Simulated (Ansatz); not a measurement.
Geometry optimisation, RKS CAM-B3LYP-D4/def2-TZVP (Ansatz 0.2.0).

The input (input.yaml):

```yaml
crystal:
  periodic: [false, false, false]
  atoms:
    - { symbol: S, position_ang: [0.9747, -0.7271, 1.031] }
    - { symbol: Sb, position_ang: [-0.0095, 0.325, -1.0128] }
    - { symbol: H, position_ang: [0.3384, -1.9364, 0.6966] }
    - { symbol: H, position_ang: [1.31824, 0.18044, 2.0122] }
    - { symbol: H, position_ang: [0.3019, 1.9439, -0.4205] }
basis:
  gaussian: { orbitals: def2-TZVP }
hamiltonian:
  xc: cam_b3lyp
  dispersion: d4
relax:
  f_tol: 0.02
  max_steps: 50
```

Run as:

```bash
$ ansatz run input.yaml --threads 2 --pin off --max-ram 3072MiB --backend cpu --events-out ev --progress --plain --runs-dir out
```

Task: Where does it end, and by what steps?

Result: The run converged. After 11 steps the energy has fallen by 2.155 eV; H4 moved furthest, 1.00 Å.

```
step  energy less start (eV)  largest force component (eV/Å)  accepted
   0                  0.0000                           2.703       yes
   1                 -1.0491                           1.504       yes
   2                 -1.6338                           1.734       yes
   3                 -1.8274                           1.176       yes
   4                 -1.9722                           0.403       yes
   5                 -1.9965                           0.234       yes
   6                 -2.0456                           0.251       yes
   7                 -2.0631                           0.587       yes
   8                 -2.1032                           0.490       yes
   9                 -2.1470                           0.177       yes
  10                 -2.1546                           0.047       yes
  11                 -2.1553                           0.010       yes
```

```xyz
5
Properties=species:S:1:pos:R:3
S 1.108 -0.425 0.952
Sb -0.539 0.759 -0.578
H 0.950 -1.749 0.775
H 0.570 -0.463 2.184
H 0.835 1.665 -1.027
```

Run time: 44 s on 2 threads of Intel(R) Xeon(R) Platinum 8175M CPU @ 2.50GHz (Skylake/Cascade Lake), with other jobs on the host, peak memory 0.21 GiB.
